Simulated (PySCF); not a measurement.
## Continuum solvent and chemical shifts

Bonds (- single, = double, # triple, : aromatic): C1-C2, C2-C3, C3=C4, C4-C5, C4-P6, P6-N7, P6-C8, C8-C9, C8=C2. C1 carries H10, H11, H12; C3 carries H13; C5 carries H14, H15, H16; N7 carries H17, H18; C9 carries H19, H20, H21.

GIAO PBE0/pcSseg-1 in PySCF on one PBE0-D3(BJ)/def2-SVP conformer, non-relativistic, equivalent nuclei averaged. Solvents enter as an IEF-PCM continuum (dichloromethane with ε = 8.9, dimethylsulfoxide with ε = 46.8) around the gas-phase geometry. Shifts are referred to TMS computed in the same medium.

Gas phase, δ in ppm: C4 156.6, C8 146.9, C2 143.2, C3 141.2, C5 17.6, C1 16.6, C9 13.4, H13 6.22, H14/H15/H16 2.14, H19/H20/H21 2.08, H10/H11/H12 1.93, H17/H18 0.97. Dipole moment 1.47 D.

Question: How does each δ change in the continuum?

Answer: 
```tsv
atoms	environment	Δδ, dichloromethane	Δδ, dimethylsulfoxide
C4	unsaturated ring carbon	+2.7	+3.3
C8	unsaturated ring carbon	+0.4	+0.4
C2	unsaturated ring carbon	+2.2	+2.7
C3	unsaturated ring CH	+1.0	+1.3
C5	methyl carbon on an unsaturated ring	+0.3	+0.4
C1	methyl carbon on an unsaturated ring	+0.5	+0.6
C9	methyl carbon on an unsaturated ring	+0.4	+0.5
H13	hydrogen on a unsaturated ring CH	+0.14	+0.18
H14/H15/H16	hydrogen on a methyl carbon on an unsaturated ring	+0.08	+0.09
H19/H20/H21	hydrogen on a methyl carbon on an unsaturated ring	+0.02	+0.02
H10/H11/H12	hydrogen on a methyl carbon on an unsaturated ring	+0.07	+0.08
H17/H18	hydrogen on a nitrogen bonded to P	+0.40	+0.47
```

Changes are relative to the gas phase. The dipole moment becomes 1.90 D in dichloromethane, 2.00 D in dimethylsulfoxide.

Question: Which of the listed nuclei move most (in ppm), and what does the model miss? (N and O are left out, as their reference compounds move with the solvent too.)

Answer: C4 (unsaturated ring carbon, +3.3 ppm) in dimethylsulfoxide. A continuum only polarises the solute; specific hydrogen bonds, the anisotropy of aromatic solvents and changes of geometry or conformer are outside it.
